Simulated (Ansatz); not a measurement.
Geometry optimisation, UKS PBE-D4/def2-SVP (Ansatz 0.2.0).

input.yaml

```yaml
crystal:
  periodic: [false, false, false]
  atoms:
    - { symbol: H, position_ang: [-0.047663, -0.435655, 0.446822] }
    - { symbol: Ge, position_ang: [-0.49176, 1.872604, -1.096125] }
    - { symbol: Si, position_ang: [0.335578, -1.672189, 1.111033] }
    - { symbol: H, position_ang: [-0.803867, 1.108213, -2.416237] }
    - { symbol: H, position_ang: [-1.403602, 3.130362, -0.980035] }
    - { symbol: H, position_ang: [1.006184, 2.297637, -1.089478] }
    - { symbol: H, position_ang: [1.498257, -2.29343, 0.387832] }
    - { symbol: H, position_ang: [0.731243, -1.378874, 2.531585] }
    - { symbol: H, position_ang: [-0.824271, -2.62887, 1.104602] }
magnetization:
  spin_polarized: true
  initial_magnetization: 1
basis:
  gaussian: { orbitals: def2-SVP }
hamiltonian:
  xc: pbe
  dispersion: d4
relax:
  f_tol: 0.03
  max_steps: 50
```

Launched with:

```bash
$ ansatz run input.yaml --threads 2 --pin off --max-ram 3072MiB --backend cpu --events-out ev --progress --plain --runs-dir out
```

Problem. Where does it end, and by what steps?

Solution. It converged. After 2 steps the energy has fallen by 0.031 eV; H5 moved furthest, 0.12 Å.

```tsv
step	energy less start (eV)	largest force component (eV/Å)	accepted
0	0.0000	0.894	yes
1	-0.0279	0.246	yes
2	-0.0308	0.018	yes
```

```xyz
9
Properties=species:S:1:pos:R:3
H -0.042 -0.465 0.465
Ge -0.510 1.964 -1.156
Si 0.354 -1.746 1.156
H -0.829 1.170 -2.455
H -1.419 3.223 -1.046
H 0.992 2.368 -1.120
H 1.516 -2.367 0.433
H 0.748 -1.448 2.575
H -0.808 -2.699 1.148
```

Whether the end is a true minimum wasn't checked by a vibrational analysis.

The run took 4.8 s on 2 threads of Intel(R) Xeon(R) Platinum 8488C (Sapphire Rapids), with other jobs on the host, peak memory 0.16 GiB.
